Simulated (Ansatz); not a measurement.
Reaction (redistribution): `O[SiH]1[NH][GeH2]1` + `[OH][Zr]([OH])([SH])[SH]` → `S[SiH]1[NH][GeH2]1` + `[OH][Zr]([OH])([OH])[SH]`

Isolated molecules relaxed with PBE0-D4/def2-TZVP in Ansatz; ΔE leaves out vibrations. CCSD(T)/CBS is the MP2 limit (def2-TZVPP, def2-QZVPP) plus CCSD(T) − MP2 in def2-TZVPP, frozen cores. DFT in def2-TZVPP. B3LYP here is the variant with VWN-RPA as its local correlation; programs differ in this. def2 core potentials past Kr. For Ge, Zr outer-core shells are correlated without core-valence functions, which leaves a few kJ/mol of doubt a bond. Scalar relativity is left out up to krypton. One conformer a species, not always the lowest.

| level | ΔE (kJ/mol) |
| --- | --- |
| PBE-D4 | 2.6 |
| PBE | 3.0 |
| B3LYP | 6.8 |
| HF/def2-TZVPP | 10.8 |
| SCS-MP2/def2-TZVPP | 9.7 |
| CCSD/def2-TZVPP | 9.3 |
| CCSD(T)/def2-TZVPP | 10.8 |
| SCS-MP2/def2-QZVPP | 8.0 |

What does CCSD(T)/CBS give? (Best estimate.)

The calculation gave: +7.4 kJ/mol. The listed levels differ from it by -4.8, -4.4, -0.6, 3.4, 2.3, 1.9, 3.4, 0.6 kJ/mol.

Largest T1 diagnostic among the species: 0.017.
